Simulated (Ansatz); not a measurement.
Ansatz (a quantum-chemistry and plane-wave program) input (revPBE/def2-TZVPD):

Ansatz 0.2 input:
```yaml
crystal:
  periodic: [false, false, false]
  atoms:
    - {symbol: Si, position_ang: [-0.02513362, -0.01430178, 0.03434357]}
    - {symbol: C, position_ang: [-1.22280827, -0.54040722, 1.34386157]}
    - {symbol: C, position_ang: [1.15233063, 1.26510083, 0.74737089]}
    - {symbol: C, position_ang: [0.92907820, -1.51480744, -0.57365610]}
    - {symbol: C, position_ang: [-0.95217522, 0.75004722, -1.41744798]}
    - {symbol: H, position_ang: [-1.55400237, 0.11658875, 2.14193859]}
    - {symbol: H, position_ang: [-1.68560366, -1.52209225, 1.36322879]}
    - {symbol: H, position_ang: [1.73243307, 0.85294593, 1.57561509]}
    - {symbol: H, position_ang: [1.85477581, 1.61540981, -0.01277943]}
    - {symbol: H, position_ang: [0.60726092, 2.13498510, 1.12144468]}
    - {symbol: H, position_ang: [1.50552859, -1.97243730, 0.23297816]}
    - {symbol: H, position_ang: [0.25316013, -2.27422887, -0.97383693]}
    - {symbol: H, position_ang: [1.62559347, -1.23833690, -1.36889483]}
    - {symbol: H, position_ang: [-1.65063641, 0.03697397, -1.86016563]}
    - {symbol: H, position_ang: [-1.52295853, 1.62680124, -1.10467138]}
    - {symbol: H, position_ang: [-0.25223241, 1.06401514, -2.19643731]}
basis:
  gaussian:
    orbitals: def2-TZVPD
hamiltonian:
  xc: {name: revPBE}
magnetization: {spin_polarized: true, initial_magnetization: 1}
output: {forces: true}
```

Output:

```
Functional definition: revPBE
integrals: 0.25 GiB planned
1532 factors; their error is unknown
0.43 GiB of the device are held for the grids
1.71 GiB of device memory are held for the factors and their scratch space
mean field: 2.13 GiB planned
mean field evaluation 1: about -12179.8816 eV, gradient 7.2e1 eV
mean field evaluation 2: about -12149.8624 eV, gradient 9.5e1 eV
mean field evaluation 4: about -12203.4113 eV, gradient 7.0e0 eV
mean field evaluation 8: about -12203.6163 eV, gradient 4.1e-1 eV
mean field evaluation 16: about -12203.6168 eV, gradient 5.8e-5 eV
mean field -12203.61679655 eV, -448.4746453648 hartree, gradient 5.8e-5 eV, S^2 0.753893; 0 other end points of the search recorded, 0 dependent functions left out
the calculation of the forces begins
reference -12203.61687276 eV, -448.4746481653 hartree; 25, 24 occupied and 265, 266 virtual orbitals, 1532 factors
Total energy: -12203.61687276 eV, -448.4746481653 hartree
Atom 0 at    -0.025134    -0.014302     0.034344 Å, force     0.004516    -0.015184     0.031190 eV/Å
Atom 1 at    -1.222808    -0.540407     1.343862 Å, force     0.034892     0.015568    -0.038658 eV/Å
Atom 2 at     1.152331     1.265101     0.747371 Å, force     0.003723     0.008153     0.005384 eV/Å
Atom 3 at     0.929078    -1.514807    -0.573656 Å, force     0.002287    -0.009718    -0.003108 eV/Å
Atom 4 at    -0.952175     0.750047    -1.417448 Å, force    -0.025893     0.008775    -0.014089 eV/Å
Atom 5 at    -1.554002     0.116589     2.141939 Å, force    -0.110650     0.187526     0.250583 eV/Å
Atom 6 at    -1.685604    -1.522092     1.363229 Å, force    -0.149456    -0.295677     0.020962 eV/Å
Atom 7 at     1.732433     0.852946     1.575615 Å, force     0.163157    -0.099731     0.225820 eV/Å
Atom 8 at     1.854776     1.615410    -0.012779 Å, force     0.197679     0.103733    -0.195724 eV/Å
Atom 9 at     0.607261     2.134985     1.121445 Å, force    -0.133936     0.241091     0.105510 eV/Å
Atom 10 at     1.505529    -1.972437     0.232978 Å, force     0.160461    -0.133299     0.209868 eV/Å
Atom 11 at     0.253160    -2.274229    -0.973837 Å, force    -0.170494    -0.214124    -0.110810 eV/Å
Atom 12 at     1.625593    -1.238337    -1.368895 Å, force     0.194212     0.060562    -0.216239 eV/Å
Atom 13 at    -1.650636     0.036974    -1.860166 Å, force    -0.193998    -0.183568    -0.127326 eV/Å
Atom 14 at    -1.522959     1.626801    -1.104671 Å, force    -0.160153     0.237856     0.072937 eV/Å
Atom 15 at    -0.252232     1.064015    -2.196437 Å, force     0.183651     0.088038    -0.216299 eV/Å
Dipole moment:     0.010574     0.011004    -0.024944 e Å
```

It need not be the lowest isomer of its formula.
